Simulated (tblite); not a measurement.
Compound: C₄H₁₀NSSi (doublet state).
Geometry (GFN2-xTB, Å), atoms numbered from 1 in this order:
```
atom  x, y, z in Å
C1     2.994    0.502    0.633
S2     1.366    0.599    1.435
Si3    0.142   -0.060   -0.205
N4     0.602   -1.671   -0.583
C5    -1.657   -0.104    0.337
C6    -2.677   -0.359   -0.666
C7    -2.617    0.991   -0.118
H8     3.272   -0.539    0.497
H9     2.967    1.017   -0.322
H10    3.703    0.986    1.295
H11    0.347    0.917   -1.285
H12    1.566   -1.954   -0.628
H13    0.029   -2.241   -1.183
H14   -1.825   -0.481    1.339
H15   -2.600   -0.705   -1.675
H16   -3.376    1.306    0.585
H17   -2.243    1.808   -0.728
```

Method: GFN2-xTB as coded in tblite; computed harmonic values from a numerical Hessian at the method's own geometry, unscaled. This tight-binding method is rough: wavenumbers can miss measured ones by several per cent, in bad cases by 10 to 20. Modes of hydrogen on silicon can be 10 to 20 % off. One conformer, not necessarily the lowest. Open shells enter through the occupations alone, without spin polarisation, and single modes of such species can be off by tens of per cent.

Harmonic wavenumbers (cm⁻¹): 35.2, 38.0, 89.6, 126.8, 147.5, 164.2, 204.6, 225.6, 265.3, 290.9, 378.0, 507.3, 626.0, 656.4, 671.4, 685.8, 729.7, 792.1, 852.2, 905.2, 909.6, 943.2, 952.9, 956.1, 1011.9, 1036.3, 1057.9, 1077.2, 1185.9, 1320.3, 1383.4, 1456.9, 1465.4, 1466.3, 1500.7, 2176.0, 2992.3, 3009.6, 3027.5, 3031.8, 3048.5, 3058.8, 3137.0, 3479.5, 3518.6.

A = 3533, B = 1032, C = 868.7 MHz; mass 132.030 u (most abundant isotopes); point group C1, symmetry number 1; spin multiplicity 2.

Problem. Zero-point energy?

Solution. ½Σν̃ = 28298 cm⁻¹ = 338.51 kJ/mol.

Problem. Give the ideal-gas entropy at 298.15 K and 1 bar in the rigid-rotor, harmonic-oscillator model (classical rotation).

Solution. Translation 169.76, rotation 121.37, vibration 145.13, spin (R ln 2) 5.76: S = 442.0 J/(mol K).

Problem. And Cp and H(298.15 K) − H(0)?

Solution. Cp = 165.05 J/(mol K), of which vibrations give 131.79 (their classical limit is 45 R = 374.2); H(298.15 K) − H(0) = 31.30 kJ/mol without the zero-point energy, 21.38 from vibrations.

Problem. How do the functions run with temperature in this model?

Solution. 
| T (K) | S (J/(mol K)) | Cp (J/(mol K)) | H − H(0) (kJ/mol) | G − H(0) (kJ/mol) | ln q(vib) |
| --- | --- | --- | --- | --- | --- |
| 150 | 350.5 | 108.4 | 11.08 | -41.49 | 4.31 |
| 250 | 414.6 | 146.4 | 23.80 | -79.86 | 7.42 |
| 400 | 495.7 | 200.9 | 49.99 | -148.29 | 11.70 |
| 600 | 587.6 | 252.3 | 95.69 | -256.89 | 16.99 |
| 900 | 699.8 | 300.2 | 179.15 | -450.66 | 24.10 |

q(vib) and H(0) count from the zero-point level.

Problem. Which modes carry the vibrational entropy at 298.15 K?

Solution. 35.2 cm⁻¹: 23.06; 38.0 cm⁻¹: 22.43; 89.6 cm⁻¹: 15.35; 126.8 cm⁻¹: 12.53; 147.5 cm⁻¹: 11.31; 164.2 cm⁻¹: 10.46 J/(mol K); the other 39 give 49.98 together.

Problem. What must be added to the electronic energy to get the Gibbs energy at 298.15 K and 1 bar?

Solution. ZPE + [H(298.15 K) − H(0)] − T·S = 338.51 + 31.30 − 131.79 = 238.02 kJ/mol.

Problem. Blend soft modes into free rotors: weight 1/[1 + (100 cm⁻¹/ν̃)⁴] for the oscillator and the rest for a rotor with moment μB/(μ + B), μ = h/(8π²ν), B = 10⁻⁴⁴ kg m². What vibrational entropy results?

Solution. 129.74 J/(mol K) in place of 145.13, which changes −T·S at 298.15 K by +4.59 kJ/mol.

Hindered rotation and anharmonicity are outside this model. Other conformers, if any are populated, would add a mixing term that is left out. The structure is chiral; the term R ln 2 for an equal mix with its mirror image is left out.

On one thread of an Intel Xeon 6975P-C (shared host), this took 0.62 s of wall time. This covers the Hessian and the dipole derivatives.
